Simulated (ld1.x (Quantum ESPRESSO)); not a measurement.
# N: excitation energies, all-electron against ultrasoft

```
Element                 : nitrogen
Generator               : ld1.x (Quantum ESPRESSO) 7.5
Type                    : ultrasoft
Functional              : BLYP
Relativity              : non-relativistic
Frozen core             : [He]
Valence charge          : 5
Reference configuration : 2s2 2p2.5 (charge +0.5)
Partial waves           : 2s (bound): rcut 0.65, rcutus 0.80 bohr; 2s channel at 0.75 Ry: rcut 0.65, rcutus 0.80 bohr; 2p (bound): rcut 1.45, rcutus 1.85 bohr; 2p channel at 3.6 Ry: rcut 1.45, rcutus 1.85 bohr
Local potential         : all-electron potential smoothed inside 1.15 bohr (lloc = -1)
Core correction         : Bessel-smoothed model core, default radius (core density twice the valence density)
Augmentation charge     : PSQ, inside the norm-conserving radii
```

Energies are relative to the spin-unpolarised reference configuration 2s2 2p2.5; without spin polarisation the order of configurations can differ from experiment.

```json
{"valence configuration": "2s2 2p3", "charge": "0", "ΔE all-electron (eV)": "-5.085", "error AE − PS (meV)": "+2.1"}
{"valence configuration": "2s2 2p1", "charge": "+2", "ΔE all-electron (eV)": "37.374", "error AE − PS (meV)": "+33"}
{"valence configuration": "2s0 2p5", "charge": "0", "ΔE all-electron (eV)": "17.696", "error AE − PS (meV)": "+40"}
{"valence configuration": "2s1 2p0", "charge": "+4", "ΔE all-electron (eV)": "162.294", "error AE − PS (meV)": "+180"}
{"valence configuration": "2s2 2p3.3", "charge": "-0.3", "ΔE all-electron (eV)": "-6.697", "error AE − PS (meV)": "+4.6"}
{"valence configuration": "2s1 2p3", "charge": "+1", "ΔE all-electron (eV)": "20.118", "error AE − PS (meV)": "+5.5"}
```

(1) What are ΔE and the potential's error for 2s2 2p2?

Levels in the configuration 2s2 2p2:

| level | all-electron (eV) | pseudo (eV) |
| --- | --- | --- |
| 2s | -32.302 | -32.295 |
| 2p | -20.691 | -20.678 |

Answers

(1) ΔE = 8.495 eV all-electron; the error (AE − PS) is +3.0 meV.
